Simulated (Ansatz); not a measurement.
In9Sb9H24⁻, a nanocrystal cut from wurtzite InSb (hydrogen-capped). Total charge -1; doublet. Geometry PBE-D4/def2-SVP, that of the neutral singlet; atoms count from 1.

```xyz
42

In   -5.214    1.802    1.858
Sb   -2.970    2.296    3.717
Sb   -3.402    0.585   -0.031
In   -1.574    2.409   -1.231
In   -0.186    1.646    3.387
Sb    0.421    2.745    0.824
Sb   -0.132    1.060   -3.282
In    1.551    2.786   -4.868
In    3.113    2.124    0.108
Sb    3.334    3.208   -2.548
In   -2.335   -1.913    0.824
Sb   -0.260   -1.114    2.661
Sb   -0.860   -3.074   -1.315
In    1.084   -1.416   -2.573
In    2.378   -2.044    2.094
Sb    2.794   -0.672   -0.374
In    0.045   -5.765   -0.797
Sb    1.928   -4.758    1.246
H    -5.667    3.386    1.312
H    -6.155    0.578    2.651
H    -2.950    3.948    4.199
H    -3.350    1.692    5.282
H    -4.374    0.118   -1.376
H    -2.260    3.945   -1.697
H     0.843    2.099    4.718
H     0.471    4.441    1.120
H    -1.398    0.547   -4.333
H     0.781    4.326   -5.092
H     2.506    1.840   -5.967
H     4.368    2.608    1.215
H     3.580    4.891   -2.285
H     4.967    2.891   -2.986
H    -3.480   -2.979    1.599
H    -0.650   -1.903    4.140
H    -2.060   -3.213   -2.544
H     1.998   -2.183   -3.846
H     3.584   -1.846    3.336
H     4.371   -1.176   -0.849
H    -1.149   -6.629    0.120
H     1.074   -6.305   -2.087
H     1.722   -5.620    2.721
H     3.511   -5.361    0.946
```

In the def2 sets In, Sb take a core potential; there is no spin–orbit coupling. Single mean-field runs in def2-TZVP are fitted with def2-universal-jkfit.

(1) Estimate the Mulliken populations of the heavy atoms from the PBE0/def2-TZVP orbitals of Ansatz.

(2) Where does the spin sit?

(3) And the Mayer bond orders between bonded heavy atoms (over 0.3)?

Results:

(1) 
```
atom  charge (e)  spin (α − β)
 In1        0.19          0.11
 Sb2       -0.11          0.03
 Sb3       -0.28          0.00
 In4        0.32          0.04
 In5        0.25          0.10
 Sb6       -0.29          0.03
 Sb7       -0.28          0.00
 In8        0.19          0.11
 In9        0.25          0.10
Sb10       -0.11          0.03
In11        0.32          0.04
Sb12       -0.29          0.03
Sb13       -0.28          0.00
In14        0.32          0.04
In15        0.25          0.10
Sb16       -0.29          0.03
In17        0.19          0.11
Sb18       -0.11          0.03
```
Mulliken values and Mayer orders depend strongly on the basis.

(2) Summed by element: In 0.75, Sb 0.18, H 0.07, of 1 unpaired in all. Largest on single atoms: In8 0.11, In1 0.11, In17 0.11.

(3) In1–Sb2 0.59 (2.96 Å); In1–Sb3 0.69 (2.89 Å); Sb2–In5 0.60 (2.88 Å); Sb3–In4 0.71 (2.85 Å); Sb3–In11 0.71 (2.85 Å); In4–Sb6 0.69 (2.88 Å); In4–Sb7 0.71 (2.85 Å); In5–Sb6 0.71 (2.85 Å); In5–Sb12 0.71 (2.85 Å); Sb6–In9 0.71 (2.85 Å); Sb7–In8 0.69 (2.89 Å); Sb7–In14 0.71 (2.85 Å); In8–Sb10 0.59 (2.96 Å); In9–Sb10 0.60 (2.88 Å); In9–Sb16 0.71 (2.85 Å); In11–Sb12 0.69 (2.88 Å); In11–Sb13 0.71 (2.85 Å); Sb12–In15 0.71 (2.85 Å); Sb13–In14 0.71 (2.85 Å); Sb13–In17 0.69 (2.89 Å); In14–Sb16 0.69 (2.88 Å); In15–Sb16 0.71 (2.85 Å); In15–Sb18 0.60 (2.88 Å); In17–Sb18 0.59 (2.96 Å).
